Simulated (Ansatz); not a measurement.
`[F][Al]([SH])[O][SiH3]` → `[OH][Al]([F])[SH]` + `[SiH2]`  (silylene loss)

Calculated with Ansatz (gas phase, PBE0-D4/def2-TZVP geometries, no zero-point term in ΔE). CCSD(T)/CBS is the MP2 limit (def2-TZVPP, def2-QZVPP) plus CCSD(T) − MP2 in def2-TZVPP, frozen cores. This one scheme is used for every species. DFT in def2-TZVPP. HSE06 is defined as in plane-wave codes. Each species was taken in one conformer, which may not be the lowest.

```csv
species,HSE06-D4 energy (Eh)
`[F][Al]([SH])[O][SiH3]`,-1107.34467
`[OH][Al]([F])[SH]`,-816.73214
`[SiH2]`,-290.48020
```

(1) Work out ΔE.

Largest T1 diagnostic among the species: 0.014.

Results:

(1) ΔE = (-816.73214) + (-290.48020) − (-1107.34467) = 0.13233 Eh = +83.0 kcal/mol. CCSD(T)/CBS gives +82.6 kcal/mol.

At CCSD(T), def2-SVP lies −3.7 kcal/mol from the extrapolated value and def2-TZVPP −1.4 kcal/mol. The D4 term adds +2.5 kcal/mol with B3LYP and +1.4 kcal/mol with PBE0; it sums over pairs of atoms, weighted by their polarisabilities, and B3LYP, whose exchange is more repulsive, gets the larger term.

B3LYP here is the variant with VWN-RPA as its local correlation; programs differ in this.
